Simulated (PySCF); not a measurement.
Coordinates in bohr (charge 0 multiplicity 5):
```
Ru   -0.9988    0.0000   -0.3504
H    -4.1180    0.0000    0.0965
Cl    3.0317    0.0000    1.0476
```

Level of theory: PySCF, UPBE0, basis Ru def2-TZVP with ECP28, H def2-TZVP, Cl def2-TZVP (scalar-relativistic core potentials, no spin–orbit coupling, density fitting).

This geometry of RuHCl is a stationary point at this level.

Q: What is the point group?

A: Cs.

Q: Is it a minimum?

A: Yes: all harmonic wavenumbers are real.

Q: Give the atomic charges and bond orders.

A: 
```
atom  Mulliken  Löwdin  polar tensor  spin (Mulliken)  Mayer order to Ru1
 Ru1      0.53    0.18          0.94             3.77                   –
  H2     -0.10   -0.11         -0.32             0.00                0.96
 Cl3     -0.43   -0.07         -0.62             0.23                1.00
```

Q: What is the atomisation energy, with and without zero-point energy?

A: 600 kJ/mol without, 585 kJ/mol with.

Other isomers or separated fragments may lie lower. Other spin states or occupations of the open shell can lie lower.
